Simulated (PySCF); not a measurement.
What settings do to a single point of WO(OH)4

The sound run of WO(OH)4 (singlet; a saddle point, relaxed within its symmetry) uses PySCF 2.14.0, RKS BP86, W def2-SVP with ECP60, O def2-SVP, H def2-SVP; non-relativistic Hamiltonian with scalar-relativistic core potentials where named; density fitting; no spin-orbit coupling, grid (50, 194), threshold 1e-8 Eh and 55 cycles, at the relaxed geometry:

```xyz
10

W     0.0000    0.0000    0.1586
O     0.0000    0.0000    1.8785
O     1.8315    0.2628   -0.3935
H     2.5095   -0.3945   -0.1407
O    -0.2628    1.8315   -0.3935
H     0.3945    2.5095   -0.1407
O    -1.8315   -0.2628   -0.3935
H    -2.5095    0.3945   -0.1407
O     0.2628   -1.8315   -0.3935
H    -0.3945   -2.5095   -0.1407
```

There W1 has a Mulliken charge of 0.99 e and the dipole about the centre of mass is 0.25 D. Each run below changes one thing and starts from free metal ions and neutral atoms unless it says otherwise; with 55 cycles, smearing, a level shift and second-order steps follow where DIIS fails, and their cycles count. Energy shifts count from the sound run.

| change | outcome | cycles | energy shift (eV) | largest force component (eV/Å) | charge on W1 (e) | dipole about the centre of mass (D) |
| --- | --- | --- | --- | --- | --- | --- |
| spin (2S) set to 3, limit 69 cycles | refused | – | – | – | – | – |
| threshold 0.0001 | converged | 7 | 0.0005 | 0.05 | 1.00 | 0.28 |
| all coordinates × 0.94 | converged | 10 | 1.78 | 8.03 | 0.93 | 0.21 |
| grid (40, 110) | converged | 10 | 0.0129 | 0.07 | 0.99 | 0.25 |

(1) How does the run with this change end: cycle limit 5?

Forces carry noise of the integration grid, about 0.01 to 0.03 eV/Å.

No other spin state of this charge was computed.

Results:

(1) outcome not converged, cycles 5.
